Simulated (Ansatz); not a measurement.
Ansatz (a program for electronic structure) input (CCSD(T)/6-31G):

Ansatz 0.2 input:
```yaml
crystal:
  periodic: [false, false, false]
  atoms:
    - {symbol: C, position_ang: [-3.28980223, 1.09353423, -0.29665468]}
    - {symbol: C, position_ang: [-1.82635200, 0.93642266, -0.67222996]}
    - {symbol: Se, position_ang: [-1.23761152, -0.92559354, -0.37510839]}
    - {symbol: C, position_ang: [0.66924887, -0.62600305, -0.67365297]}
    - {symbol: Se, position_ang: [1.50359716, 0.32321109, 0.83679764]}
    - {symbol: C, position_ang: [3.17975555, 0.80602474, -0.07017464]}
    - {symbol: H, position_ang: [-3.45312113, 0.86814703, 0.75805712]}
    - {symbol: H, position_ang: [-3.61506317, 2.12059125, -0.47650401]}
    - {symbol: H, position_ang: [-3.92884513, 0.43448493, -0.88722583]}
    - {symbol: H, position_ang: [-1.65735380, 1.16893613, -1.72301342]}
    - {symbol: H, position_ang: [-1.18305029, 1.56758690, -0.06188404]}
    - {symbol: H, position_ang: [0.80727271, -0.04347924, -1.58200854]}
    - {symbol: H, position_ang: [1.12389878, -1.60573270, -0.79323550]}
    - {symbol: H, position_ang: [3.76847428, 1.37818101, 0.64414812]}
    - {symbol: H, position_ang: [3.72710968, -0.08902384, -0.35689938]}
    - {symbol: H, position_ang: [2.97006546, 1.42144076, -0.94259582]}
basis:
  gaussian:
    orbitals: 6-31G
magnetization: {spin_polarized: false}
correlation: {method: ccsd_t, electrons: outside_noble_gas}
```

End of the output:

```
mean field -134864.57567348 eV, -4956.1817415076 hartree, gradient 4.5e-6 eV, S^2 0.000000; 0 other end points of the search recorded, 0 dependent functions left out
32 core orbitals not correlated
reference -134864.57567348 eV, -4956.1817415076 hartree; 19, 19 occupied and 63, 63 virtual orbitals, 1328 factors
second order -13.11698490 eV of doubles, -0.00000000 eV of singles
coupled cluster: 0.96 GiB planned
cycle   1  -14.26780942 eV  change    -1.2e0 eV  update   9.7e-2
cycle   2  -14.84035758 eV  change   -5.7e-1 eV  update   3.4e-2
cycle   3  -14.94479156 eV  change   -1.0e-1 eV  update   1.2e-2
cycle   4  -14.95144422 eV  change   -6.7e-3 eV  update   3.3e-3
cycle   5  -14.95233473 eV  change   -8.9e-4 eV  update   9.3e-4
cycle   6  -14.95217320 eV  change    1.6e-4 eV  update   3.0e-4
cycle   7  -14.95209139 eV  change    8.2e-5 eV  update   9.0e-5
cycle   8  -14.95207439 eV  change    1.7e-5 eV  update   3.2e-5
perturbative correction -0.36730452 eV, -0.0134981920 hartree
Total energy: -134879.89505238 eV, -4956.7447182986 hartree
```
